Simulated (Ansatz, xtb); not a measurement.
# Two isomers of C2H8O2Si2

We compare X, `O[Si@@H]1CC[SiH2]O1`, a singlet, with Y, `C[Si@@H]1CO[SiH2]O1`, a singlet. Both are isolated molecules in the gas phase, relaxed with B3LYP-D3(BJ)/def2-SVP; the shapes shown needn't be the lowest conformers.

X (Å):

```json
{"atom": "C", "x (Å)": "-0.7015", "y (Å)": "-0.0118", "z (Å)": "-2.0485"}
{"atom": "C", "x (Å)": "-1.0254", "y (Å)": "-1.2656", "z (Å)": "-1.1844"}
{"atom": "O", "x (Å)": "-1.5958", "y (Å)": "2.1820", "z (Å)": "-0.4046"}
{"atom": "O", "x (Å)": "0.4084", "y (Å)": "0.4570", "z (Å)": "0.4170"}
{"atom": "Si", "x (Å)": "-0.2185", "y (Å)": "1.3620", "z (Å)": "-0.8516"}
{"atom": "Si", "x (Å)": "0.1186", "y (Å)": "-1.2023", "z (Å)": "0.3359"}
{"atom": "H", "x (Å)": "-1.4977", "y (Å)": "2.9005", "z (Å)": "0.2314"}
{"atom": "H", "x (Å)": "0.8225", "y (Å)": "2.3199", "z (Å)": "-1.3072"}
{"atom": "H", "x (Å)": "-1.5381", "y (Å)": "0.2657", "z (Å)": "-2.7091"}
{"atom": "H", "x (Å)": "0.1669", "y (Å)": "-0.2130", "z (Å)": "-2.7009"}
{"atom": "H", "x (Å)": "-0.9443", "y (Å)": "-2.2016", "z (Å)": "-1.7603"}
{"atom": "H", "x (Å)": "-2.0655", "y (Å)": "-1.2069", "z (Å)": "-0.8206"}
{"atom": "H", "x (Å)": "1.4048", "y (Å)": "-1.9315", "z (Å)": "0.1374"}
{"atom": "H", "x (Å)": "-0.5218", "y (Å)": "-1.6890", "z (Å)": "1.5891"}
```

Y (Å):

```xyz
14

C    -1.0067   -0.1860   -2.9013
C    -1.5888    0.1324    0.2140
O    -0.6049    0.8311    0.9924
O     0.9145   -0.4395   -0.6934
Si   -0.6551   -0.8223   -1.1791
Si    1.0107    0.5542    0.6505
H    -2.0453   -0.4115   -3.1960
H    -0.3363   -0.6547   -3.6395
H    -0.8628    0.9052   -2.9497
H    -0.8666   -2.2959   -1.1134
H    -2.1654   -0.5435    0.8712
H    -2.3062    0.8652   -0.1970
H     1.6988   -0.1387    1.7709
H     1.7059    1.8273    0.3306
```

Problem. Estimate E(Y) − E(X) at the level CCSD(T)/def2-SVP + ΔMP2/def2-TZVPP.

Solution. Calculated at CCSD(T)/def2-SVP + ΔMP2/def2-TZVPP: E(Y) − E(X) = +62.1 kJ/mol, so structure X lies lower.

How the difference moves with the method:

```
                             level               geometry  E(Y) − E(X) (kJ/mol)  departure from the last row (kJ/mol)  job, with rough time for the two
                          GFN2-xTB               GFN2-xTB                    +4.0                                 −58.1              optimisation, 0.23 s
                         HF/STO-3G               GFN2-xTB                    −8.1                                 −70.2              single point, 0.32 s
                r2SCAN-D4/def2-SVP               GFN2-xTB                   +57.2                                  −4.9               single point, 3.5 s
             B3LYP-D3(BJ)/def2-SVP  B3LYP-D3(BJ)/def2-SVP                   +50.5                                 −11.6                optimisation, 42 s
                       HF/def2-SVP  B3LYP-D3(BJ)/def2-SVP                   +49.5                                 −12.6           part of the CCSD(T) run
                      MP2/def2-SVP  B3LYP-D3(BJ)/def2-SVP                   +67.3                                  +5.2           part of the CCSD(T) run
                  CCSD(T)/def2-SVP  B3LYP-D3(BJ)/def2-SVP                   +60.5                                  −1.6                      single point
CCSD(T)/def2-SVP + ΔMP2/def2-TZVPP  B3LYP-D3(BJ)/def2-SVP                   +62.1                                                      single point, 41 s
```

As drawn, Y has 1 C–O, 1 C–H in place of 1 C–C, 1 O–H.

HF/STO-3G puts the two in the other order. The largest departure from CCSD(T)/def2-SVP + ΔMP2/def2-TZVPP is that of HF/STO-3G, 70.2 kJ/mol. The last row adds to CCSD(T) the change of the MP2 difference between the two basis sets, here +1.6 kJ/mol.

With thermal terms from frequencies at re-optimised GFN2-xTB minima (ideal gas, soft modes damped towards free rotors, one conformer each, 298.15 K, 1 atm): the zero-point term adds −0.3 kJ/mol; ΔH is +62.1 and ΔG +60.9 kJ/mol.

The correlated steps freeze 14 core orbitals. Run with Ansatz 0.2.0, xtb 6.7.1; the last row on 4 threads of Arm Neoverse V1 on a shared host.
